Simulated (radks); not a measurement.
Values are calculated unless marked as measured or tabulated.
Species: Tm+. Configuration: [Xe] 4f13 6p1 (not the ground configuration).

Code: a radial shooting solver on a logarithmic mesh with Libxc functionals. Model: Dirac Kohn-Sham, Wu-Cohen GGA, spin-unpolarised, spherical densities, finite nucleus; open shells fill j = l - 1/2 first; Fermi nuclear charge, rms radius 5.2256 fm.

Energy parts (eV):
| part | energy |
|---|---|
| total | -369511.61 |
| kinetic | 409046.59 |
| electron-nucleus | -915359.09 |
| Hartree | 144573.67 |
| exchange-correlation | -7772.79 |

Orbitals (lengths in bohr, moments of r in powers of bohr; r(90%) holds 90 % of the orbital's charge):
1s1/2: occ. 2; eigenvalue (eV) -59205.21; r(90%) 0.0363; small-component weight 6.68e-02
2s1/2: occ. 2; eigenvalue (eV) -9989.768; r(90%) 0.131; small-component weight 1.50e-02
2p1/2: occ. 2; eigenvalue (eV) -9524.767; r(90%) 0.116; small-component weight 1.50e-02
2p3/2: occ. 4; eigenvalue (eV) -8544.499; r(90%) 0.126; small-component weight 1.38e-02
3s1/2: occ. 2; eigenvalue (eV) -2250.907; r(90%) 0.324; small-component weight 4.84e-03
3p1/2: occ. 2; eigenvalue (eV) -2045.756; r(90%) 0.316; small-component weight 4.78e-03
3p3/2: occ. 4; eigenvalue (eV) -1838.793; r(90%) 0.335; small-component weight 4.42e-03
3d3/2: occ. 4; eigenvalue (eV) -1487.765; r(90%) 0.308; small-component weight 4.31e-03
3d5/2: occ. 6; eigenvalue (eV) -1442.529; r(90%) 0.313; small-component weight 4.20e-03
4s1/2: occ. 2; eigenvalue (eV) -449.5023; r(90%) 0.716; small-component weight 1.56e-03
4p1/2: occ. 2; eigenvalue (eV) -366.9434; r(90%) 0.737; small-component weight 1.48e-03
4p3/2: occ. 4; eigenvalue (eV) -320.1926; r(90%) 0.784; small-component weight 1.34e-03
4d3/2: occ. 4; eigenvalue (eV) -184.1627; r(90%) 0.851; small-component weight 1.16e-03
4d5/2: occ. 6; eigenvalue (eV) -175.6611; r(90%) 0.868; small-component weight 1.12e-03
4f5/2: occ. 6; eigenvalue (eV) -11.6758; r(90%) 1.39; small-component weight 6.73e-04
4f7/2: occ. 7; eigenvalue (eV) -10.4781; r(90%) 1.43; small-component weight 6.54e-04
5s1/2: occ. 2; eigenvalue (eV) -61.3368; r(90%) 1.78; small-component weight 3.12e-04
5p1/2: occ. 2; eigenvalue (eV) -39.0534; r(90%) 2.05; small-component weight 2.43e-04
5p3/2: occ. 4; eigenvalue (eV) -33.3031; r(90%) 2.22; small-component weight 2.09e-04
5d3/2: occ. 0; eigenvalue (eV) -7.6394; r(90%) 4.35; small-component weight 6.80e-05
5d5/2: occ. 0; eigenvalue (eV) -7.3291; r(90%) 4.50; small-component weight 6.31e-05
6s1/2: occ. 0; eigenvalue (eV) -9.7541; r(90%) 5.24; small-component weight 3.72e-05
6p1/2: occ. 1; eigenvalue (eV) -6.4094; r(90%) 6.53; small-component weight 2.26e-05
6p3/2: occ. 0; eigenvalue (eV) -5.9773; r(90%) 6.88; small-component weight 2.05e-05

The highest occupied level is 6p1/2 at -6.409 eV. The configuration is held as typed, so some empty levels lie below it. The density falls to 0.001 e/bohr^3 at r = 4.63 bohr. Summed over all electrons, <r^2> = 59.60 bohr^2, which gives a Langevin (diamagnetic) susceptibility term of -47.2 x 10^-6 cm^3/mol.
